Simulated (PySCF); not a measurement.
Give a PBE0-D3(BJ)/def2-SVP geometry of InChI=1S/C3H6NPSe/c1-5(6)3-2-4/h5H,3H2,1H3.

```
atom  x, y, z in Å
C1    -1.2064    0.4818    0.2337
P2     0.1341    0.6822   -0.9754
Se3   -0.3651    0.5099   -2.9912
C4     1.4289   -0.5404   -0.4390
C5     1.7846   -0.4044    0.9579
N6     2.0110   -0.2435    2.0823
H7    -0.8245    0.5500    1.2634
H8    -1.9504    1.2699    0.0529
H9    -1.6817   -0.4945    0.0631
H10    0.7487    1.8990   -0.5670
H11    1.0283   -1.5438   -0.6544
H12    2.3015   -0.3858   -1.0915
```

Any rigid rotation of these coordinates is as good. Atoms count from 1 in this order. The 2 C–P bonds span 1.816 Å (C1–P2, drawn single) to 1.860 Å (P2–C4, drawn single), a spread of 0.044 Å. Of the pairs four or more bonds apart, C5···H7 is among the closest relative to their van der Waals radii: 2.79 Å, 96 % of the sum of Bondi's values. P2 (phosphorus bonded to 2 C, Se and H) is distorted tetrahedral (angles from 100.3° to 117.3°).

Bonds between heavy atoms (Å): C1–P2 1.816, P2=Se3 2.084, P2–C4 1.860, C4–C5 1.448, C5≡N6 1.158.

Computed with PySCF 2.14.0, PBE0-D3(BJ)/def2-SVP geometry optimisation, gas phase.

Point group: C1 (no symmetry element, even within 0.4 Å). Stationary, but not proved a minimum. The numbers are those of one conformer (C1–P2–C4–C5 -52°).

Hardware: one thread of an Arm Neoverse V1, shared host. Cost: 51 s of wall time, 0.54 GiB resident at most. These figures are those of the optimisation.
